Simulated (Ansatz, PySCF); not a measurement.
CH2F2O2Si, SMILES O=C(O)[SiH](F)F.

Geometry optimised at B3LYP-D3(BJ)/def2-SVP. This is a generated structure with no PubChem entry under its InChIKey; it may be hypothetical. The values are those of a single conformer.

Vertical ionisation energy (IE) and electron affinity (EA) in eV. Rows of orbital energies are one-electron estimates. Where ΔSCF, EOM or ADC give a negative EA the extra electron is unbound and the value depends on the basis.

```csv
level,IE,EA
"−ε(HOMO), −ε(LUMO), M06-2X/def2-TZVP (PySCF)",10.03,0.58
"−ε(HOMO), −ε(LUMO), PBE/def2-TZVP (PySCF)",?,?
"ΔSCF, PBE0/def2-SVPD (Ansatz), final states of multiplicity 2 and 2",10.93,-0.34
"ΔSCF, PBE/def2-SVPD (Ansatz), final states of multiplicity 2 and 2",10.59,-0.31
```

Task: Complete the blanks. (An estimate is asked for; the answer gives what the named calculation found.)

Result: 
- −ε(HOMO), −ε(LUMO), PBE/def2-TZVP (PySCF), IE: 6.87
- −ε(HOMO), −ε(LUMO), PBE/def2-TZVP (PySCF), EA: 2.57

Task: What vertical singlet–triplet gap does ΔSCF give with PBE0/def2-SVPD (Ansatz, a quantum-chemistry and plane-wave program) and with PBE/def2-SVPD (Ansatz)? (Estimate from the structure and the level; the computed values follow.)

Result: 4.13 and 4.10 eV (triplet above singlet where positive).
